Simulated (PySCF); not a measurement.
## Gas-phase XPS of `C[SiH](P)P`, computed

Compound: CH8P2Si.
Structure used (PBE0-D3(BJ)/def2-SVP), in Å, numbered top down from 1:
```
atom  x, y, z in Å
C1    -0.2901    1.5704    0.3629
Si2    0.0300   -0.2761    0.2177
P3     1.4982   -0.6328   -1.4772
P4    -1.8060   -1.4917   -0.3335
H5    -1.0359    1.7732    1.1471
H6     0.6341    2.1120    0.6203
H7    -0.6712    1.9715   -0.5888
H8     0.5266   -0.8158    1.5232
H9     2.6197   -0.1219   -0.7500
H10    1.7532   -1.9880   -1.1024
H11   -2.1919   -0.5857   -1.3714
H12   -2.6359   -0.8629    0.6486
```

Computed with delta-SCF UKS SCAN, pcX-2 on the ionised atom, pcseg-1 elsewhere, spin-free X2C (PySCF). Each binding energy is the total energy of the core-ionised species, with the hole localised on one atom, minus that of the ground state; both are solved self-consistently, so orbital relaxation is included.

Q: Give the core binding energies atom by atom.

A: 
```csv
atom(s),environment,level,binding energy (eV),2p1/2 (eV),count
Si2,SiH silicon,Si 2p3/2,106.51,107.13,1
P3/P4,three-coordinate phosphorus,P 2p3/2,136.18,137.07,2
C1,Si-methyl carbon,C 1s,290.32,–,1
Si2,SiH silicon,Si 1s,1846.25,–,1
P3/P4,three-coordinate phosphorus,P 1s,2149.71,–,2
```

Q: Give the binding energy of Si 2p3/2 of Si2 in hartree and in kJ/mol.

A: 106.51 eV = 3.9142 Eh = 10277 kJ/mol.

Q: Which photon energy gives electrons from Si 2p3/2 of Si2 a kinetic energy of 50 eV, and what is their de Broglie wavelength?

A: hν = 106.51 + 50 = 156.51 eV, recoil neglected; λ = 12.264 Å/√(E/eV) = 1.73 Å.

One atom of each set of topologically equivalent atoms was ionised and stands for the set; in this conformer not all members are related by symmetry, and their own values weren't computed. For 2p shells one spin-free hole was relaxed; a mean-field spin–orbit operator and the ground-state splitting of the three 2p orbitals were then diagonalised within the shell. The shell's mean is (2 × 2p3/2 + 2p1/2)/3, and the degeneracies 2j + 1 give areas of 2:1. 2p1/2 minus 2p3/2 (ligand field included): Si 0.62 eV, P 0.89 eV. One conformer (not necessarily the lowest) at the PBE0-D3(BJ)/def2-SVP geometry, without solvent, vibrations or thermal averaging.
